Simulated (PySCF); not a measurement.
One of the candidates below gave these computed data.

All candidates are C5H8F3N.

| technique | computed result |
| --- | --- |
| 13C NMR | chemical shifts (computed TMS as zero) by class: 174.9 (1 C), 129.8 (1 C), 37.9 (1 C), 19.7 (1 C), 15.5 (1 C) ppm [GIAO PBE0/pcSseg-1] |
| UV, strongest line | among the 6 lowest singlet transitions: S4 at 7.96 eV (156 nm, f = 0.077) [TDDFT PBE0/def2-SVPD] |
| Dipole | 4.02 D [PBE0/def2-SVPD] |
| Triplet | lowest triplet excitation (Tamm–Dancoff): 4.29 eV [TDA PBE0/def2-SVPD] |
| 1H NMR | chemical shifts (computed TMS as zero) by class: 11.70 (1 H), 2.45 (2 H), 1.35 (2 H), 1.18 (3 H) ppm [GIAO PBE0/pcSseg-1] |
| Rotational structure | rotational constants A, B, C: 3.096, 0.873, 0.784 GHz [GFN2-xTB] |

Gas-phase values; electronic properties from PySCF, density fitting. Levels stand in brackets. Geometry: GFN2-xTB, one conformer, isolated molecule. NMR values are class means; diastereotopic atoms form classes of their own.

Task: Which candidate is it?
A. `[H]/N=C(\C)CCC(F)(F)F`
B. `[H]/N=C(\CCC)C(F)(F)F`
C. `CN[C@H](C)C(F)=C(F)F`
D. `CC(C)(N)C(F)=C(F)F`
E. `FC(F)(F)CNC1CC1`

Result: B. It is `[H]/N=C(\CCC)C(F)(F)F`. Numbering: `[H]/[N:5]=[C:4](\[CH2:3][CH2:2][CH3:1])[C:6]([F:7])([F:8])[F:9]`. Its formula, C5H8F3N, gives 1 degree of unsaturation: 0 rings and 1 π bond in the structure found. 5 carbons fall into 5 classes; from least to most shielded: imine carbon [C4] (174.9 ppm), CF3 carbon [C6] (129.8 ppm), chain CH2 carbon [C3] (37.9 ppm), chain CH2 carbon [C2] (19.7 ppm), methyl carbon [C1] (15.5 ppm). Hydrogen classes from least to most shielded: 1 H on an imine nitrogen, N5 (11.70 ppm), 2 H on a chain CH2 carbon, C3 (2.45 ppm), 2 H on a chain CH2 carbon, C2 (1.35 ppm), 3 H on a methyl carbon, C1 (1.18 ppm). By its constants the optimised geometry is an asymmetric top.

The others, at the same levels:
- `[H]/N=C(\C)CCC(F)(F)F` fails: its computed 13C shifts are 181.1 (1 C), 136.6 (1 C), 34.3 (1 C), 34.3 (1 C), 32.3 (1 C) ppm, 1H shifts are 10.61 (1 H), 2.89 (2 H), 2.28 (2 H), 2.03 (3 H) ppm and lowest triplet excitation (Tamm–Dancoff) is 4.64 eV (against 4.29 eV).
- `CN[C@H](C)C(F)=C(F)F` fails: its computed 13C shifts are 167.2 (1 C), 136.2 (1 C), 56.8 (1 C), 36.4 (1 C), 20.6 (1 C) ppm, 1H shifts are 3.32 (1 H), 2.59 (3 H), 1.44 (3 H), 0.42 (1 H) ppm and rotational constant A is 2.084 GHz (against 3.096 GHz).
- `CC(C)(N)C(F)=C(F)F` fails: it has 4 carbon classes against 5; its computed 13C shifts are 167.1 (1 C), 144.3 (1 C), 53.8 (1 C), 30.9 (2 C) ppm, 1H shifts are 1.43 (6 H), 1.06 (2 H) ppm and lowest triplet excitation (Tamm–Dancoff) is 4.57 eV (against 4.29 eV).
- `FC(F)(F)CNC1CC1` fails: it has 4 carbon classes against 5; its computed 13C shifts are 134.8 (1 C), 56.4 (1 C), 35.2 (1 C), 8.1 (2 C) ppm, 1H shifts are 3.34 (2 H), 1.91 (1 H), 0.59 (2 H), 0.26 (2 H), 0.05 (1 H) ppm and lowest triplet excitation (Tamm–Dancoff) is 5.95 eV (against 4.29 eV).

Each candidate is one conformer, not necessarily the lowest. The conformers computed, where there is a choice (atom-mapped SMILES and torsion angles):
- `[H]/[N:5]=[C:4](\[CH2:3][CH2:2][CH3:1])[C:6]([F:7])([F:8])[F:9]`: C1–C2–C3–C4 -179°, C2–C3–C4–N5 -3°, C3–C4–C6–F7 176°
- `[H]/[N:3]=[C:2](\[CH3:1])[CH2:4][CH2:5][C:6]([F:7])([F:8])[F:9]`: C1–C2–C4–C5 148°, C2–C4–C5–C6 -80°, C4–C5–C6–F7 55°
- `[CH3:1][NH:2][C@H:3]([CH3:4])[C:5]([F:6])=[C:7]([F:8])[F:9]`: C1–N2–C3–C4 -173°, N2–C3–C5–F6 64°
- `[CH3:1][C:2]([CH3:3])([NH2:4])[C:5]([F:6])=[C:7]([F:8])[F:9]`: C1–C2–C5–F6 -60°, H–N4–C2–C1 60°, H–N4–C2–C1 -60°
- `[F:1][C:2]([F:3])([F:4])[CH2:5][NH:6][CH:7]1[CH2:8][CH2:9]1`: F1–C2–C5–N6 76°, C2–C5–N6–C7 -65°, C5–N6–C7–C8 164°
